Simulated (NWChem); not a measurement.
CH$_{6}$AlN; SMILES [CH3][AlH][NH2]

```xyz
9

Al    -0.5033     0.0633     0.0000
H     -2.0866     0.2267     0.0000
C      0.3956    -1.6734     0.0000
H      0.1045    -2.2679     0.8828
H      1.4943    -1.5929     0.0000
H      0.1045    -2.2679    -0.8828
N      0.4381     1.5692     0.0000
H      1.4501     1.6357     0.0000
H      0.0356     2.5001     0.0000
```
Atoms are numbered in this order, from 1.

Geometry: optimised at PBE0/def2-SVP.

Symmetry labels are those of Cs in the frame above (b1 and b2, or b-type labels, depend on it). States above −ε(HOMO) = 6.1 eV lie in this functional's continuum and hang on the basis.

Q: List the 4 lowest vertical singlet excitations from PBE/def2-SVPD, TDA (NWChem).

A: 
```
state  energy (eV)  oscillator strength  symmetry  leading excitation (squared amplitude)
-----  -----------  -------------------  --------  --------------------------------------
S1            5.62                0.065        a"                    HOMO → LUMO+1 (0.98)
S2            5.80                0.002        a"                    HOMO−1 → LUMO (0.99)
S3            5.90                0.105        a'                      HOMO → LUMO (0.92)
S4            6.25                0.019        a'                  HOMO−1 → LUMO+1 (0.96)
```
